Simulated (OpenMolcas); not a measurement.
What dynamic correlation does to the levels of Ag²⁺

```json
{"Program": "OpenMolcas", "Basis": "ANO-RCC-VTZP [7s6p4d2f1g]", "Scalar Hamiltonian": "DKH2, point nucleus", "Active space": "9 electrons in 9 orbitals (RAS2 4d 5s; RAS3 5p, at most 2 electrons)", "State averaging": "2S+1 = 2 even, 30 roots; 2S+1 = 4 even, 10 roots kept (CI in the orbitals of an earlier block); 2S+1 = 2 odd, 9 roots (0 in the spin-orbit step); 2S+1 = 4 odd, 14 roots kept (CI in the orbitals of an earlier block)", "Spin-orbit coupling": "RASSI with atomic mean-field integrals over the reference wave functions, term energies averaged over their components"}
```

Methods on the same reference wave functions:
A. RASSCF
B. SS-RASPT2, IPEA 0.25 Eh, imaginary shift 0.1 Eh (closed shells correlated: 4s 4p)
C. MS-RASPT2, IPEA 0.25 Eh, imaginary shift 0.1 Eh (closed shells correlated: 4s 4p)

Energies in cm⁻¹ above 4d⁹ ²D_5/2, the measured ground level; measured values from Moore, Atomic Energy Levels, vol. III, NSRDS-NBS 35 (1971 reprint of NBS Circular 467, 1958).

```
               Level      A      B      C  Measured
          4d⁹ ²D_5/2    0.0    0.0    0.0       0.0
          4d⁹ ²D_3/2   4628   4630   4630      4607
       4d⁸ 5s ⁴F_9/2  55357  61870  61870     63250
       4d⁸ 5s ⁴F_7/2  57764  64210  64220     65764
       4d⁸ 5s ⁴F_5/2  60010  66470  66480     68145
       4d⁸ 5s ⁴F_3/2  61309  67650  67650     69351
       4d⁸ 5s ²F_7/2  64158  69910  69910     71691
4d⁸ 5s ²F_5/2 [58 %]  67350  72430  72440     73934
4d⁸ 5s ⁴P_5/2 [61 %]  71268  75080  75080     76406
       4d⁸ 5s ⁴P_1/2  74778  77910  77910          
4d⁸ 5s ²D_5/2 [65 %]  76715  80450  80460     82231
       4d⁸ 5s ²P_3/2  81031  83660  83670          
       4d⁸ 5s ²G_9/2  81414  84870  84870     85599
       4d⁸ 5s ²G_7/2  81453  84910  84910     85727
       4d⁸ 5s ²P_1/2  81724  84130  84140
```

Deviations, from unrounded energies. A percentage is the sum of absolute deviations over the sum of measured energies, with the sign that they share, or ± where signs differ.

```json
{"Against measurement": "mean absolute deviation (cm-1)", "Levels": "11", "A": "5900", "B": "1300", "C": "1300"}
{"Against measurement": "fine structure of the ground term (%)", "Levels": "1", "A": "+0.4", "B": "+0.4", "C": "+0.5"}
{"Against measurement": "other configurations (%)", "Levels": "10", "A": "-8.8", "B": "-1.9", "C": "-1.9"}
```

B, C lie about equally close to measurement and A furthest from it. The largest miss of C in the table is 4d⁸ 5s ²F_7/2, by -1800 cm-1. The ranking rests on the paired levels alone, and a cruder setting can come out closer through cancelling errors.

Between B and C the level of the table that moves most is 4d⁸ 5s ²D_5/2 [65 %], by 8.2 cm-1 (lowest in B, highest in C). Moves below CASPT2's spread within the term are not significant.

The two smallest mean deviations differ by little beside CASPT2's spread within terms, so their order carries little weight.

The lowest spin-free term lies below A's lowest term by 0.512 hartree in B, 0.512 hartree in C.

Term energies are means over components that CASPT2 splits; among the terms shown or strongly mixed into the levels shown the widest spread is 1000 cm-1 (4d⁸ 5s ²G, C). Some high roots are left out of the spin-orbit mixing, which shifts the levels that they would mix with. Terms from blocks run as CI alone lack orbitals of their own. A single d shell beside an s shell can misplace configurations of different d count against each other. Without dynamic correlation excited terms often stand tens of per cent too high (terms of higher spin than the ground term too low), and those without a measured partner can miss by more than the paired ones (holds for A). Some levels mix across a computed gap that differs much from the measured one, so their mixing is not that of the real levels (holds for A). Computed and measured levels are paired by configuration, term and J; levels that our copy of the source lacks, or whose pairing is in doubt (as where it misses far off the trend of its configuration), stay unpaired and out of the deviations. Levels of configurations outside the active space are missing. The table leaves out levels that lie high or whose names do not pair safely across all columns.

A share in square brackets marks a mixed level and gives the weight of the term that names it, the lowest over the columns.
